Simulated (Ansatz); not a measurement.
Reactions of C2H7ClGeO2, SMILES `C[O][GeH]([Cl])[O]C`.

Calculated with Ansatz (gas phase, PBE0-D4/def2-TZVP geometries, no zero-point term in ΔE). CBS: MP2 limit from def2 TZ/QZ plus the TZ coupled-cluster correction, frozen cores. This one scheme is used for every species. DFT in def2-TZVPP. For Ga, Ge outer-core shells are correlated without core-valence functions, which leaves a few kJ/mol of doubt a bond. Scalar relativity is left out up to krypton. Each species was taken in one conformer, which may not be the lowest.

```
                                                                                             reaction  B2PLYP (kJ/mol)  MP2/CBS(def2) (kJ/mol)  ωB97M-V (kJ/mol)  r2SCAN-D4 (kJ/mol)  CCSD(T)/CBS(def2) (kJ/mol)
              `C[O][GeH]([Cl])[O]C` + `[OH][Ga]([F])[F]` → `C[O][GeH]([OH])[O]C` + `[F][Ga]([F])[Cl]`              -13                     -10               -16                 -14                         -14
                                      `C[O][GeH]([Cl])[O]C` + CH₃NH₂ → `C[NH][GeH]([Cl])[O]C` + CH₃OH               29                      23                26                  29                          24
                                                     `C[O][GeH]([Cl])[O]C` → `C[O][GeH2][Cl]` + `C=O`              151                     174               162                 169                         164
                               `C[O][GeH]([Cl])[O]C` + `O[SiH3]` → `C[O][GeH]([Cl])[O][SiH3]` + CH₃OH              -12                     -13               -14                 -12                         -15
`C[O][GeH]([Cl])[O]C` + `CC(C)[NH][Ga]([Cl])[Cl]` → `C[O][GeH]([NH]C(C)C)[O]C` + `[Cl][Ga]([Cl])[Cl]`               17                      20                12                  15                          17
                                          `C[O][GeH]([Cl])[O]C` + H₂O → `C[O][GeH]([OH])[Cl]` + CH₃OH                0                       7                 2                   1                           6
                  `C[O][GeH]([Cl])[O]C` + `[OH][GeH2][OH]` → `C[O][GeH]([OH])[Cl]` + `C[O][GeH2][OH]`                3                       4                 3                   3                           4
                                                  `C[O][GeH]([Cl])[O]C` → `C[O][Ge]([CH3])([OH])[Cl]`             -104                    -117              -106                -107                        -110
                                        `C[O][GeH]([Cl])[O]C` + CH₃SH → `C[O][GeH]([Cl])[S]C` + CH₃OH               -7                     -16               -11                 -13                         -12
```

Largest T1 diagnostic: 0.015, for `C=O`.
